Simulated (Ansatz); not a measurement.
Ansatz (an electronic-structure program) input:

Ansatz 0.2 input:
```yaml
crystal:
  periodic: [false, false, false]
  atoms:
    - {symbol: W, position_ang: [0.14753708, -0.07594046, 0.18022181]}
    - {symbol: O, position_ang: [1.60724901, -0.77887845, -0.36763259]}
    - {symbol: O, position_ang: [-0.62096651, -1.08500986, 1.32748219]}
    - {symbol: Cl, position_ang: [-1.10635317, 1.20768825, -1.23618887]}
basis:
  gaussian:
    orbitals: def2-TZVPD
hamiltonian:
  xc: {name: r2SCAN}
magnetization: {spin_polarized: true, initial_magnetization: 1}
output: {forces: true}
```

### Question
Predict the final energy.

### Answer
-677.90304 Eh (r2SCAN/def2-TZVPD). The basis has 169 functions.

The spin state was set by rule; other spins were not relaxed.
